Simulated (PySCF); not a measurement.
SMILES [OH+]=C1OCCO1 (charge +1), B3LYP/def2-SVP optimised geometry.

```
11

O      1.73    -0.08     0.00
C      0.46    -0.08     0.00
O     -0.18     1.03     0.00
C     -1.62     0.76     0.00
C     -1.67    -0.79     0.00
O     -0.25    -1.16     0.00
H      2.12    -0.98     0.00
H     -2.04     1.23    -0.90
H     -2.04     1.23     0.90
H     -2.12    -1.23     0.90
H     -2.12    -1.23    -0.90
```

Density from B3LYP/def2-TZVP (PySCF) at that geometry.

Minimum of the electron density along straight lines between bonded atoms, close to the bond critical point (lines longer than 1.1 times the sum of covalent radii, or with two minima, are not listed):

| bond | length / Å | ρ at the minimum / e bohr⁻³ | ∇²ρ there / e bohr⁻⁵ | position (fraction from the first atom) |
|---|---|---|---|---|
| O1–C2 | 1.275 | 0.373 | ? | 0.66 |
| C2–O3 | 1.280 | 0.373 | -0.85 | 0.34 |
| O3–C4 | 1.469 | 0.220 | -0.36 | 0.65 |
| C4–C5 | 1.546 | 0.248 | -0.64 | 0.50 |
| C2–O6 | 1.287 | 0.366 | -0.86 | 0.34 |
| C5–O6 | 1.473 | 0.217 | -0.35 | 0.35 |
| O1–H7 | 0.978 | 0.336 | ? | 0.82 |
| C4–H8 | 1.097 | 0.289 | -1.06 | 0.66 |
| C4–H9 | 1.097 | 0.289 | -1.06 | 0.66 |
| C5–H10 | 1.097 | 0.289 | -1.06 | 0.66 |
| C5–H11 | 1.097 | 0.289 | -1.06 | 0.66 |

Task: What belongs in the gaps?

Result: 
- O1–C2, ∇²ρ there / e bohr⁻⁵: -0.80
- O1–H7, ∇²ρ there / e bohr⁻⁵: -2.38
